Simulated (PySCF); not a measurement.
## First hyperpolarisability: 4-ethylaniline, C8H11N

Geometry (Å), atoms numbered from 1 in this order:
```xyz
20

C     2.908   -0.688   -0.315
C     2.114    0.607   -0.162
C     0.630    0.377   -0.056
C     0.013    0.149    1.179
C    -1.349   -0.112    1.281
C    -2.159   -0.159    0.135
N    -3.504   -0.465    0.224
C    -1.547    0.070   -1.108
C    -0.184    0.330   -1.193
H     3.990   -0.492   -0.392
H     2.597   -1.236   -1.218
H     2.743   -1.356    0.545
H     2.465    1.148    0.733
H     2.321    1.267   -1.020
H     0.615    0.183    2.092
H    -1.798   -0.283    2.264
H    -3.940   -0.298    1.121
H    -4.080   -0.170   -0.554
H    -2.153    0.043   -2.018
H     0.261    0.508   -2.177
```

Level of theory: quadratic response CAM-B3LYP/aug-cc-pVDZ first hyperpolarisability, Taylor convention, gas phase (PySCF 2.14.0). Geometry: PBE0-D3(BJ)/def2-SVP.

(1) Give β for the processes computed.

(2) Which lowest excitations, dipole and polarisabilities go with it?

Results:

(1) In au, Taylor convention; the vector part is βᵢ = ⅓ Σⱼ (βᵢⱼⱼ + βⱼᵢⱼ + βⱼⱼᵢ); β∥ is 3/5 of the vector part along the dipole, the dipole points from − to +:
| process | λ (nm) | β vector norm | β∥ | β HRS | depolarisation ratio |
| --- | --- | --- | --- | --- | --- |
| static β(0;0,0) | ∞ | 396.2 | 194.0 | 169.0 | 4.55 |
| second harmonic β(−2ω;ω,ω) | 1907 | 427.8 | 209.4 | 181.9 | 4.58 |
| Pockels β(−ω;ω,0) | 1907 | 406.3 | 198.9 | – | – |
| second harmonic β(−2ω;ω,ω) | 1064 | 514.0 | 251.3 | 217.2 | 4.66 |
| Pockels β(−ω;ω,0) | 1064 | 430.1 | 210.6 | – | – |

(2) S1 4.71 eV (f = 0.036); S2 4.74 eV (f = 0.007); S3 5.37 eV (f = 0.174); dipole 1.35 D; isotropic α 107.7 au static, 108.1 au at 1907 nm, 109.1 au at 1064 nm, 109.5 au at 953.5 nm, 114.0 au at 532 nm.
